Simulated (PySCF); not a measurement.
Delta-SCF ions had no search for a lower state. Excitations are Tamm–Dancoff values on a coarser integration grid. The basis has no diffuse functions, so Rydberg states are missing or too high.

Cartesian coordinates (Å):
```xyz
12

C      2.1853     0.6248     0.1402
C      1.1806    -0.1964     0.2435
C      0.1867    -1.0325     0.4217
N     -1.1646    -0.7544     0.2625
C     -1.5176     0.4891    -0.3732
H      2.5000     1.2518     0.9721
H      2.7557     0.7208    -0.7810
H      0.4058    -2.0395     0.7673
H     -1.6905    -1.5485    -0.0666
H     -2.6028     0.5621    -0.4483
H     -1.0785     0.6009    -1.3749
H     -1.1600     1.3218     0.2368
```
Charge 0, spin multiplicity 1.

Q: What vertical ionisation energy (Delta-SCF), HOMO, LUMO, S1–T1 gap (TDA) and brightest of the four lowest singlets (TDA) does ωB97X-D3(BJ)/def2-TZVP // PBE0-D3(BJ)/def2-TZVP (PySCF 2.14.0) give?

A: 
```
Item                                            Value
-------------------------------------------  --------
vertical ionisation energy (Delta-SCF)        7.92 eV
HOMO                                         -8.11 eV
LUMO                                          2.30 eV
S1–T1 gap (TDA)                               0.35 eV
brightest of the four lowest singlets (TDA)   6.97 eV
```
